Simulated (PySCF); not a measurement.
Si(H)(Cl)(Me)(OH) (CH5ClOSi), SMILES C[SiH](O)Cl. The structure is a stationary point at PBE-D3(BJ)/def2-SVP. The values are those of a single conformer.

Computed equilibrium geometry at PBE-D3(BJ)/def2-SVP (PySCF confirms it by a frequency run) as Cartesian coordinates in Å (one conformer of several):
```xyz
9

Si    -0.0154    -0.2852     0.5006
C      1.7424    -0.8276     0.1475
O     -1.1558    -1.4425     0.1007
Cl    -0.3472     1.4722    -0.5905
H     -0.2595     0.0047     1.9450
H      1.9758    -1.7666     0.6900
H      2.4600    -0.0468     0.4715
H      1.8973    -0.9994    -0.9371
H     -1.1638    -1.7226    -0.8313
```
